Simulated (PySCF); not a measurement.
PySCF input for C8H4N2OS2, SMILES c1nnc(-c2cc3sccc3s2)o1, TDA-PBE/def2-SVP. Geometry: PBE0-D3(BJ)/def2-SVP. This is a generated structure with no PubChem entry under its InChIKey; it may be hypothetical. Other conformers were not sampled.

```python
import numpy as np
from pyscf import gto, scf, dft, tdscf

mol = gto.M(
    atom='''
    C     0.32689900    4.16394848   -0.00000000
    N    -0.96027492    4.14402026   -0.00000000
    N    -1.33087774    2.82520112    0.00000000
    C    -0.23059446    2.13400432    0.00000000
    C    -0.07638965    0.70282436    0.00000000
    C    -1.10420363   -0.21429671    0.00000000
    C    -0.59817100   -1.53423597    0.00000000
    S    -1.29342636   -3.11635741   -0.00000000
    C     0.27755208   -3.84156772   -0.00000000
    C     1.30345643   -2.93417709   -0.00000000
    C     0.79815909   -1.60627438    0.00000000
    S     1.50519902   -0.03301658    0.00000000
    O     0.86333250    2.92736076   -0.00000000
    H     0.99686995    5.02001350    0.00000000
    H    -2.15224688    0.08351331    0.00000000
    H     0.36071016   -4.92800042   -0.00000000
    H     2.35746577   -3.21033005   -0.00000001
    ''',
    basis='def2-SVP',
    charge=0,
    spin=0,
    symmetry=True,
    max_memory=1600,
    verbose=4,
)
mf = dft.RKS(mol, xc='pbe').density_fit(auxbasis='def2-universal-jkfit')
mf.grids.level = 3
mf.conv_tol = 1e-9
mf.max_cycle = 100
mf.kernel()
mf.grids = dft.Grids(mol).set(level=1).build(with_non0tab=True)  # coarser grid for the response kernel
td = tdscf.TDA(mf)
td.singlet = True
td.nstates = 6
td.conv_tol = 1e-4
td.positive_eig_threshold = 1e-6
td.kernel(x0=td.get_init_guess(mf, 11))
td.analyze()
tt = tdscf.TDA(mf)
tt.singlet = False
tt.nstates = 2
tt.conv_tol = 1e-4
tt.positive_eig_threshold = 1e-6
tt.kernel(x0=tt.get_init_guess(mf, 7))
tt.analyze(verbose=3)
```

It prints:

```
PySCF version 2.14.0

[INPUT] verbose = 4
[INPUT] num. atoms = 17
[INPUT] num. electrons = 106
[INPUT] charge = 0
[INPUT] spin (= nelec alpha-beta = 2S) = 0
[INPUT] symmetry True subgroup None
[INPUT] Mole.unit = angstrom
[INPUT] Symbol           X                Y                Z      unit          X                Y                Z       unit  Magmom
[INPUT]  1 C      0.326899000000   4.163948480000   0.000000000000 AA    0.617749580394   7.868722223999   0.000000000000 Bohr   0.0
[INPUT]  2 N     -0.960274920000   4.144020260000   0.000000000000 AA   -1.814656603089   7.831063346049   0.000000000000 Bohr   0.0
[INPUT]  3 N     -1.330877740000   2.825201120000   0.000000000000 AA   -2.514994433880   5.338856363614   0.000000000000 Bohr   0.0
[INPUT]  4 C     -0.230594460000   2.134004320000   0.000000000000 AA   -0.435760375242   4.032683713439   0.000000000000 Bohr   0.0
[INPUT]  5 C     -0.076389650000   0.702824360000   0.000000000000 AA   -0.144355517251   1.328145554073   0.000000000000 Bohr   0.0
[INPUT]  6 C     -1.104203630000  -0.214296710000   0.000000000000 AA   -2.086642446451  -0.404962091295   0.000000000000 Bohr   0.0
[INPUT]  7 C     -0.598171000000  -1.534235970000   0.000000000000 AA   -1.130379365657  -2.899285793756   0.000000000000 Bohr   0.0
[INPUT]  8 S     -1.293426360000  -3.116357410000   0.000000000000 AA   -2.444221582693  -5.889062011159   0.000000000000 Bohr   0.0
[INPUT]  9 C      0.277552080000  -3.841567720000   0.000000000000 AA    0.524497416503  -7.259510879770   0.000000000000 Bohr   0.0
[INPUT] 10 C      1.303456430000  -2.934177090000   0.000000000000 AA    2.463175668003  -5.544791101073   0.000000000000 Bohr   0.0
[INPUT] 11 C      0.798159090000  -1.606274380000   0.000000000000 AA    1.508302083932  -3.035418659106   0.000000000000 Bohr   0.0
[INPUT] 12 S      1.505199020000  -0.033016580000   0.000000000000 AA    2.844413910764  -0.062392293770   0.000000000000 Bohr   0.0
[INPUT] 13 O      0.863332500000   2.927360760000   0.000000000000 AA    1.631461979436   5.531910104199   0.000000000000 Bohr   0.0
[INPUT] 14 H      0.996869950000   5.020013500000   0.000000000000 AA    1.883811187309   9.486450656619   0.000000000000 Bohr   0.0
[INPUT] 15 H     -2.152246880000   0.083513310000   0.000000000000 AA   -4.067157155650   0.157817283656   0.000000000000 Bohr   0.0
[INPUT] 16 H      0.360710160000  -4.928000420000   0.000000000000 AA    0.681643412748  -9.312571135542   0.000000000000 Bohr   0.0
[INPUT] 17 H      2.357465770000  -3.210330050000  -0.000000010000 AA    4.454964653337  -6.066644563961  -0.000000018897 Bohr   0.0

nuclear repulsion = 912.232338118937
point group symmetry = Cs
symmetry origin: [ 1.78276059e-09 -3.56552230e-10 -1.78276049e-10]
symmetry axis x: [ 1.00000000e+00  1.71755314e-11 -1.89990418e-10]
symmetry axis y: [ 1.71755314e-11 -1.00000000e+00 -4.20070548e-11]
symmetry axis z: [-1.89990418e-10  4.20067467e-11 -1.00000000e+00]
num. orbitals of irrep A' = 152
num. orbitals of irrep A" = 58
number of shells = 94
number of NR pGTOs = 364
number of NR cGTOs = 210
basis = def2-SVP
ecp = {}


[settings echo left out]
init E= -1289.17779188605
HOMO (A") = -0.251143191768683  LUMO (A") = -0.137069733911712  gap/eV = 3.10410
cycle= 1 E= -1286.71817250205  delta_E= 2.46  |g|= 0.662  |ddm|= 5.85
HOMO (A") = -0.153664951225048  LUMO (A") = -0.0573664023361564  gap/eV = 2.62042
cycle= 2 E= -1286.42982245557  delta_E= 0.288  |g|= 1.25  |ddm|= 2.26
HOMO (A") = -0.198545933106232  LUMO (A") = -0.0853158926622779  gap/eV = 3.08115
cycle= 3 E= -1286.80172014962  delta_E= -0.372  |g|= 0.265  |ddm|= 1.65
HOMO (A") = -0.202441359976374  LUMO (A") = -0.0936403988239602  gap/eV = 2.96062
cycle= 4 E= -1286.81714911136  delta_E= -0.0154  |g|= 0.131  |ddm|= 0.445
HOMO (A") = -0.203142961390633  LUMO (A") = -0.0933658481319992  gap/eV = 2.98719
cycle= 5 E= -1286.82124357305  delta_E= -0.00409  |g|= 0.0252  |ddm|= 0.159
HOMO (A") = -0.202761963628875  LUMO (A") = -0.0933262090176026  gap/eV = 2.97790
cycle= 6 E= -1286.82131060998  delta_E= -6.7e-05  |g|= 0.0183  |ddm|= 0.0419
HOMO (A") = -0.202451469957013  LUMO (A") = -0.0928976904619505  gap/eV = 2.98111
cycle= 7 E= -1286.82139290357  delta_E= -8.23e-05  |g|= 0.00509  |ddm|= 0.0238
HOMO (A") = -0.202581946080638  LUMO (A") = -0.0929912575764642  gap/eV = 2.98211
cycle= 8 E= -1286.82139932452  delta_E= -6.42e-06  |g|= 0.00149  |ddm|= 0.00756
HOMO (A") = -0.202636227107198  LUMO (A") = -0.0930581285811294  gap/eV = 2.98177
cycle= 9 E= -1286.8213998652  delta_E= -5.41e-07  |g|= 0.000365  |ddm|= 0.00205
HOMO (A") = -0.202618300674347  LUMO (A") = -0.0930406911415051  gap/eV = 2.98176
cycle= 10 E= -1286.82139988188  delta_E= -1.67e-08  |g|= 0.000258  |ddm|= 0.000672
HOMO (A") = -0.202619689016772  LUMO (A") = -0.0930416913494674  gap/eV = 2.98177
cycle= 11 E= -1286.82139989932  delta_E= -1.74e-08  |g|= 4.73e-05  |ddm|= 0.000331
HOMO (A") = -0.202621182801913  LUMO (A") = -0.0930423856438871  gap/eV = 2.98179
cycle= 12 E= -1286.82139989955  delta_E= -2.3e-10  |g|= 3.82e-05  |ddm|= 9.87e-05
HOMO (A") = -0.202620050992178  LUMO (A") = -0.0930419957491448  gap/eV = 2.98177
cycle= 13 E= -1286.8213998999  delta_E= -3.52e-10  |g|= 1.56e-05  |ddm|= 5.62e-05
HOMO (A") = -0.202620898736729  LUMO (A") = -0.0930420782847285  gap/eV = 2.98179
Extra cycle  E= -1286.82139989941  delta_E= 4.88e-10  |g|= 4.55e-05  |ddm|= 6.85e-05
converged SCF energy = -1286.82139989941
tot grids = 79384
Overwritten attributes  positive_eig_threshold  of <class 'pyscf.tdscf.rks.TDA'>


******** <class 'pyscf.tdscf.rks.TDA'> for <class 'pyscf.df.df_jk.DFSymAdaptedRKS'> ********
nstates = 6 singlet
deg_eia_thresh = 1.000e-03
wfnsym = None
conv_tol = 0.0001
eigh lindep = 1e-12
eigh level_shift = 0
eigh max_cycle = 100


Excitation energies (eV)
[3.69148386 3.9028669  4.24420154 4.65996942 4.99450577 5.09623603]

** Singlet excitation energies and oscillator strengths **
Excited State   1:   A"      3.69148 eV    335.87 nm  f=0.0005
      51 -> 54       -0.70445
Excited State   2:   A'      3.90287 eV    317.67 nm  f=0.1643
      50 -> 54       -0.10329
      52 -> 54       -0.52188
      52 -> 55        0.12428
      53 -> 54        0.39917
Excited State   3:   A'      4.24420 eV    292.13 nm  f=0.7160
      52 -> 54        0.41988
      53 -> 54        0.52104
      53 -> 55       -0.11176
Excited State   4:   A'      4.65997 eV    266.06 nm  f=0.0833
      50 -> 54       -0.44895
      53 -> 54       -0.15685
      53 -> 55       -0.50095
Excited State   5:   A'      4.99451 eV    248.24 nm  f=0.0016
      49 -> 54       -0.22727
      50 -> 54        0.19597
      52 -> 55        0.12099
      52 -> 56       -0.18028
      53 -> 55       -0.21187
      53 -> 56        0.54670
Excited State   6:   A"      5.09624 eV    243.29 nm  f=0.0001
      53 -> 57        0.70507

** Transition electric dipole moments (AU) **
state          X           Y           Z        Dip. S.      Osc.
  1         0.0000     -0.0000     -0.0747      0.0056      0.0005
  2        -0.5396     -1.1947      0.0000      1.7186      0.1643
  3         0.3960     -2.5940     -0.0000      6.8858      0.7160
  4         0.0638      0.8519     -0.0000      0.7298      0.0833
  5        -0.1153      0.0018     -0.0000      0.0133      0.0016
  6         0.0000     -0.0000     -0.0205      0.0004      0.0001

** Transition velocity dipole moments (imaginary part, AU) **
state          X           Y           Z        Dip. S.      Osc.
  1        -0.0000      0.0000      0.0144      0.0002      0.0010
  2         0.1049      0.0020      0.0000      0.0110      0.0512
  3        -0.0488     -0.0902     -0.0000      0.0105      0.0450
  4        -0.0026      0.0214     -0.0000      0.0005      0.0018
  5         0.0227     -0.0040     -0.0000      0.0005      0.0019
  6        -0.0000      0.0000      0.0008      0.0000      0.0000

** Transition magnetic dipole moments (imaginary part, AU) **
state          X           Y           Z
  1        -0.0883      0.2018     -0.0000
  2        -0.0000      0.0000     -0.1553
  3         0.0000      0.0000     -0.3738
  4         0.0000     -0.0000     -0.0207
  5         0.0000      0.0000      0.0944
  6        -0.1897      0.0579     -0.0000


******** <class 'pyscf.tdscf.rks.TDA'> for <class 'pyscf.df.df_jk.DFSymAdaptedRKS'> ********
nstates = 2 triplet
deg_eia_thresh = 1.000e-03
wfnsym = None
conv_tol = 0.0001
eigh lindep = 1e-12
eigh level_shift = 0
eigh max_cycle = 100


Excitation energies (eV)
[2.64348791 3.24580907]

** Triplet excitation energies and oscillator strengths **
Excited State   1:   A'      2.64349 eV    469.02 nm  f=0.0000
Excited State   2:   A'      3.24581 eV    381.98 nm  f=0.0000
```

The calculation finished and met its thresholds.
